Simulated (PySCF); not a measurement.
# How exact exchange moves a shielding

Molecule: `C[C@H]([SiH3])O[SiH3]`, C$_{2}$H$_{10}$OSi$_{2}$.

Atom-mapped SMILES (the numbers label the heavy atoms): `[CH3:1][C@H:2]([SiH3:3])[O:4][SiH3:5]` (H(Xn): hydrogen on atom n).

GIAO shieldings (ppm, equivalent atoms averaged) in PySCF on the PBE0-D3(BJ)/def2-SVP geometry, basis pcSseg-1, gas phase, non-relativistic:

| functional | exact exchange (%) | σ(C2) | σ(Si5) | σ(Si3) | σ(O4) |
| --- | --- | --- | --- | --- | --- |
| BLYP | 0 | 105.9 | 362.2 | 387.9 | 288.9 |
| BP86 | 0 | 111.5 | 365.9 | 396.5 | 294.8 |
| PBE | 0 | 111.9 | 367.0 | 397.9 | 294.2 |
| B3LYP | 20 | 113.5 | 374.3 | 398.5 | 302.5 |
| PBE0 | 25 | 120.7 | 382.5 | 410.8 | 310.0 |
| BHandHLYP | 50 | 122.9 | 393.7 | 414.9 | 318.5 |
| HF | 100 | 137.3 | 429.9 | 444.8 | 340.2 |

Task: Fit each shielding as a line in the percentage of exact exchange.

Result: σ(C2) = 110.0 + 0.27 x (rms 2.5 ppm); σ(Si5) = 364.3 + 0.64 x (rms 2.3 ppm); σ(Si3) = 393.4 + 0.50 x (rms 4.2 ppm); σ(O4) = 293.7 + 0.48 x (rms 2.6 ppm). The functionals also differ in their semilocal parts, which the line can't hold; Hartree–Fock has no correlation at all.

Task: What does the line predict for mPW1PW91 (25 %), and what does the run give?

Result: σ(C2): 116.8 predicted, 120.0 computed; σ(Si5): 380.3 predicted, 381.2 computed; σ(Si3): 405.9 predicted, 408.7 computed; σ(O4): 305.7 predicted, 310.0 computed ppm.
